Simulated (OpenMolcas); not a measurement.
In: thermal populations, worked from levels

| Item | Value |
| --- | --- |
| Program | OpenMolcas 26.06 |
| Basis | ANO-RCC-VDZP [6s5p3d1f] |
| Scalar Hamiltonian | DKH2, point nucleus |
| Active space | 3 electrons in 8 orbitals (5s 5p 6s 6p) |
| State averaging | 2S+1 = 4 odd, 1 root (0 in the spin-orbit step); 2S+1 = 2 odd, 3 roots; 2S+1 = 4 even, 3 roots; 2S+1 = 2 even, 5 roots (0 in the spin-orbit step) |
| Spin-orbit coupling | RASSI with atomic mean-field integrals over the reference wave functions, term energies averaged over their components |

Methods: CASSCF; SS-CASPT2, IPEA 0.25 Eh, imaginary shift 0.1 Eh (closed shells correlated: 4d). Measured levels: NIST Handbook of Basic Atomic Spectroscopic Data.

**Thermal populations.** Z = Σ (2J + 1) exp(-E/kT) with k = 0.695035 cm-1/K, over the levels below. No other level of either list lies under 24300 cm-1, which is above 7 kT at each temperature.

| Level | 2J + 1 | SS-CASPT2 | measured |
| --- | --- | --- | --- |
| 5s² 5p ²P°_1/2 | 2 | 0.0 | 0.0 |
| 5s² 5p ²P°_3/2 | 4 | 1692 | 2213 |

```csv
T (K),"Z, SS-CASPT2","Z, measured levels","Ground level (%), SS-CASPT2","Ground level (%), measured levels"
2000,3.184,2.814,62.8,71.1
3000,3.777,3.384,53.0,59.1
5000,4.458,4.116,44.9,48.6
```

At 5000 K, kT = 3475 cm-1, and the computed levels give Z = 2.000 + 2.458 = 4.458.

Some high roots are left out of the spin-orbit mixing, which shifts the levels that they would mix with. Active for correlation alone: 6p 6s; no level in the range computed is led by a configuration that fills them, so any true level of that kind is missing. Without dynamic correlation excited terms often stand tens of per cent too high (terms of higher spin than the ground term too low), and those without a measured partner can miss by more than the paired ones (holds for CASSCF). Computed and measured levels are paired by configuration, term and J; levels that our copy of the source lacks, or whose pairing is in doubt (as where it misses far off the trend of its configuration), stay unpaired and out of the deviations. Only configurations of the active space appear.

° marks odd parity.
